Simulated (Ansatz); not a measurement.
`[NH2][Mo]([OH])(=[S])=[S]` + H–F → `[OH][Mo]([F])(=[S])=[S]` + NH₃ at 700 K and 1 bar (ligand exchange at a Mo–N bond).

Calculated with Ansatz (gas phase, PBE0-D4/def2-TZVP geometries, no zero-point term in ΔE). CBS: MP2 limit from def2 TZ/QZ plus the TZ coupled-cluster correction, frozen cores. This one scheme is used for every species. def2 core potentials past Kr. For Mo outer-core shells are correlated without core-valence functions, which leaves a few kJ/mol of doubt a bond. Each species was taken in one conformer, which may not be the lowest.

```csv
species,CCSD(T)/CBS energy (Eh),H − E (kJ/mol),S (J/(mol·K))
`[NH2][Mo]([OH])(=[S])=[S]`,-995.51088,187.8,475.6
H–F,-100.39570,45.2,198.5
`[OH][Mo]([F])(=[S])=[S]`,-1039.41067,115.5,442.5
NH₃,-56.50880,116.9,226.5
```

H − E and S are ideal-gas, rigid-rotor, harmonic terms from PBE0-D4/def2-TZVP, for one conformer and one mirror image of each species. 1 Eh = 2625.50 kJ/mol, R = 8.31446 J/(mol·K).

Task: By hand: ΔE, ΔH, ΔS and ΔG.

Result: ΔE = (-1039.41067) + (-56.50880) − (-995.51088) − (-100.39570) = -0.01289 Eh = -33.8 kJ/mol. Δ(H − E) = 115.5 + 116.9 − 187.8 − 45.2 = -0.6, so ΔH = -34.4 kJ/mol. ΔS = 442.5 + 226.5 − 475.6 − 198.5 = -5.1 J/(mol·K). ΔG = -34.4 − 700 × (-5.1)/1000 = -30.8 kJ/mol.

Task: By hand: the equilibrium constant, and the temperature at which ΔG would vanish if ΔH and ΔS stayed fixed.

Result: log₁₀ K = −ΔG/(RT ln 10) = 2.3. ΔG = 0 at ΔH/ΔS = 6745 K, far beyond where these terms or the molecules hold.

The number of gas molecules stays the same, so ΔS is small and ΔH decides. A doubt of 5 kJ/mol in ΔE shifts log₁₀ K by 0.4 here. Other conformers and mirror images would add mixing entropy, several J/(mol·K) or more a flexible species. These are equilibria of isolated gas molecules and say nothing of rates. Largest T1 diagnostic: 0.025 (customary marks: 0.02 for closed shells, 0.045 for open ones).
